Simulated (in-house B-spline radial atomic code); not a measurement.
## Ionising W⁷⁺ with different functionals

Computed with a B-spline radial code for spherical atoms: scalar-relativistic (spin-free X2C) Hamiltonian, Fermi nucleus of rms radius 5.3658 fm, spin-polarised at highest spin, spherical fractional occupations for the functionals, and exact exchange of hybrids averaged over the configuration. The ionisation energy is the difference of two self-consistent energies, [Xe] 4f13 → [Kr] 4d10 4f14 5s2 5p4, without Breit or QED terms; ε is the level of the shell that loses the electron (its least bound occupied spin orbital). The two configurations differ by more than the removed electron. There is no spin-orbit coupling in this Hamiltonian.

| method | rung | ΔSCF (eV) | -ε(5p) (eV) |
| --- | --- | --- | --- |
| PBE0 | global hybrid | 145.25 | 139.32 |
| B3LYP | global hybrid | 145.42 | 138.82 |
| TPSSh | global hybrid | 145.44 | 137.97 |
| M06-2X | global hybrid | 145.97 | 143.01 |
| BHandHLYP | global hybrid | 145.60 | 141.71 |
| r2SCAN0 | global hybrid | 145.93 | 140.16 |
| B97-1 | global hybrid | 145.19 | 138.88 |
| HSE06 | range-separated hybrid | 145.14 | 138.78 |
| wB97X | range-separated hybrid | 144.78 | 141.57 |
| CAM-B3LYP | range-separated hybrid | 145.41 | 140.78 |
| LC-wPBE | range-separated hybrid | 144.93 | 141.97 |

(1) Among the functionals, which spreads more, the ΔSCF values or the orbital energies?

(2) How do they compare with the NIST value?

Results:

(1) The orbital energies: ΔSCF values span about 1.20 eV and the orbital energies 5.03 eV; here energy differences depend much less on the functional than eigenvalues do.

(2) NIST lists 141 eV ± 1.2 (semi-empirical, ground level to ground level). Errors run from +3.58 to +4.77 eV. The correlated functionals all miss on the same side by more than they spread, so the cause is common to them (spin-orbit coupling, Breit-QED terms, multiplet and fine-structure energies, or a listed next ion that isn't the cheapest removal here) and closeness doesn't rank the functionals.
